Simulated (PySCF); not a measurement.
Species: C4H5F2N.
SMILES: `FC(C#N)(F)CC`

The closed-shell SCF was solved with PySCF and density fitting under several settings on one GFN2-xTB geometry (grid level 2 and gas phase unless stated).

```tsv
settings	basis functions	SCF cycles	E (Eh)	HOMO (eV)	LUMO (eV)	dipole (D)
CAM-B3LYP/def2-SVPD	186	14	-409.4098	-11.87	0.61	3.35
PBE0/6-31++G**, grid level 1, level shift 0.2 Eh	156	11	-409.4285	-10.30	-0.56	3.36
KT2/pcJ-1	239	16	-416.1090	-8.78	-1.53	3.16
```

Task: Estimate the row for these settings: PBE0/ANO-RCC-VDZP, IEF-PCM water.

Result: 
```csv
settings,basis functions,SCF cycles,E (Eh),HOMO (eV),LUMO (eV),dipole (D)
"PBE0/ANO-RCC-VDZP, IEF-PCM water",123,14,-409.5441,-10.05,-0.44,4.05
```

Task: Over all rows, what range does the HOMO–LUMO gap span?

Result: From 7.25 eV (KT2/pcJ-1) to 12.48 eV (CAM-B3LYP/def2-SVPD). The functional of the narrowest has no exact exchange, that of the widest range-separated exact exchange.

Task: And the dipole moment?

Result: From 3.16 D (KT2/pcJ-1) to 4.05 D (PBE0/ANO-RCC-VDZP, IEF-PCM water); the largest is 1.28 times the smallest, and the median is 3.35 D.

Cycle counts include a coarse-grid stage where the run had one. All basis functions are spherical, in the Pople sets too. KT2 was designed for NMR shieldings or shifts; total energies of different functionals aren't comparable. ANO-RCC sets were contracted for a scalar-relativistic Hamiltonian, but ran non-relativistically here. One conformer (not necessarily the lowest) at the GFN2-xTB geometry, without vibrations or thermal averaging.

Conformer computed: `[CH3:1][CH2:2][C:3]([F:4])([F:5])[C:6]#[N:7]`: C1–C2–C3–F4 -63°.
